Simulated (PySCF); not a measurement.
C2HF3O2.
SMILES: `O=COC(F)(F)F`

Method used: MP2 and CCSD/aug-cc-pVDZ in PySCF, restricted Hartree–Fock reference, 7 core orbitals frozen, non-relativistic, gas phase, PBE0-D3(BJ)/def2-SVP geometry.

E(HF) = -524.44549 Eh.

(1) How large is the problem?

(2) What are the MP2 and CCSD correlation energies?

(3) What is the T1 diagnostic?

(4) How does correlation change the dipole moment?

## Answers

(1) 170 basis functions and 56 electrons; 7 orbitals frozen, which leaves o = 21 correlated occupied and v = 142 virtual orbitals. That is o·v = 2982 singles and o·v(o·v + 1)/2 = 4447653 distinct closed-shell doubles amplitudes before symmetry; the costliest CCSD step grows as o²v⁴ = 1.8 × 10^11.

(2) MP2 -1.2497 Eh and CCSD -1.2633 Eh, which gives totals of -525.69516 and -525.70882 Eh. That is 0.818 eV for each correlated electron at CCSD (3317 kJ/mol in all, 0.240 % of the total energy); MP2 gives 98.9 % of the CCSD value.

(3) 0.0152, below the customary warning level of 0.02. It is the norm of the spatial-orbital singles amplitudes over the root of the number of correlated electrons, so the norm is 0.099.

(4) HF gives 2.47 D and CCSD (unrelaxed density) 2.00 D, a change of -0.47 D.

Connected triples and the basis-set limit are missing.

The values belong to the conformer `[O:1]=[CH:2][O:3][C:4]([F:5])([F:6])[F:7]`: O1–C2–O3–C4 -1°, C2–O3–C4–F5 -60°.
